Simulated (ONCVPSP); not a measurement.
## Plane-wave convergence, ONCV potential for Gd

```json
{"Element": "Gd", "Generator": "ONCVPSP 4.0.1", "Type": "optimised norm-conserving Vanderbilt (ONCV)", "Functional": "PBEsol", "Relativity": "scalar-relativistic", "Frozen core": "[Kr] 4d10", "Valence charge": "18", "Reference configuration": "4f7 5s2 5p6 5d1 6s1 (charge +1)", "Partial waves": "5s+6s: rc 2.30 bohr, ncon 4, nbas 8, qcut 5.7 1/bohr, 2 projectors; 5p: rc 2.60 bohr, ncon 3, nbas 8, qcut 4.1 1/bohr, 1 projector; 5d: rc 2.70 bohr, ncon 4, nbas 8, qcut 5.8 1/bohr, 3 projectors, debl 3.3 Ha; 4f: rc 1.30 bohr, ncon 4, nbas 9, qcut 15.9 1/bohr, local", "Local potential": "the f channel", "Core correction": "Teter function, fcfact 5, rcfact 1.05"}
```

Problem. For each optimised wave give the share of its norm inside rc, the residual kinetic energy above qcut (Ha) and the cutoffs (Ha) for errors of 10, 1, 0.1 and 0.01 mHa per electron.

Solution.

```json
{"wave": "5s", "norm inside rc": "0.971", "residual KE": "4.5e-07", "10 mHa": "6.9", "1 mHa": "10.3", "0.1 mHa": "12.6", "0.01 mHa": "14.1"}
{"wave": "6s", "norm inside rc": "0.105", "residual KE": "1.3e-06", "10 mHa": "4.8", "1 mHa": "9.9", "0.1 mHa": "12.6", "0.01 mHa": "14.6"}
{"wave": "5p", "norm inside rc": "0.954", "residual KE": "2.8e-05", "10 mHa": "5.1", "1 mHa": "6.5", "0.1 mHa": "7.7", "0.01 mHa": "12.8"}
{"wave": "5d", "norm inside rc": "0.626", "residual KE": "1.9e-08", "10 mHa": "6.3", "1 mHa": "8.8", "0.1 mHa": "11.0", "0.01 mHa": "12.9"}
{"wave": "d projector 2", "norm inside rc": "0.182", "residual KE": "2.8e-06", "10 mHa": "8.8", "1 mHa": "11.9", "0.1 mHa": "13.6", "0.01 mHa": "15.0"}
{"wave": "d projector 3", "norm inside rc": "0.118", "residual KE": "1.9e-04", "10 mHa": "10.9", "1 mHa": "12.4", "0.1 mHa": "17.8", "0.01 mHa": "27.5"}
{"wave": "4f", "norm inside rc": "0.850", "residual KE": "1.6e-07", "10 mHa": "79.7", "1 mHa": "91.9", "0.1 mHa": "102.2", "0.01 mHa": "110.3"}
```

The occupied waves need 92 Ha and 102 Ha for 1 and 0.1 mHa. Note: ghosts flagged at negative energy: s at -449.8 eV, p at -204.8 eV; GHOST(+) flagged for d at 194.7 eV. A true bound ghost makes a file unfit for plane-wave use.
